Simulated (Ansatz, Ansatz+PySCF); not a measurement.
```yaml
atoms:
  - { symbol: C, position_ang: [0.0035, 0.0046, -1.1666] }
  - { symbol: C, position_ang: [0.0066, 0.0073, 0.2802] }
  - { symbol: N, position_ang: [0.0090, -0.0040, 1.4334] }
  - { symbol: H, position_ang: [0.0015, -1.0256, -1.5636] }
  - { symbol: H, position_ang: [-0.8947, 0.5058, -1.5556] }
  - { symbol: H, position_ang: [0.8977, 0.5089, -1.5498] }
```

Basis set: def2-SVP (spherical functions). Correlated methods keep 3 orbitals frozen. Charge 0, multiplicity 3.

Computed with Ansatz (development build ahead of 0.2.0); each method stands on the lowest determinant of its kind that the runs found.

Give the atomization energy at this shape (free ground-state atoms in the same class of orbitals less the molecule, no zero-point energy) of triplet C2H3N by UHF-MP2, UHF.

| method | atomization energy |
| --- | --- |
| UHF-MP2 | 1769.0 kJ/mol |
| UHF | 1282.3 kJ/mol |

Caution: another spin multiplicity may lie lower.
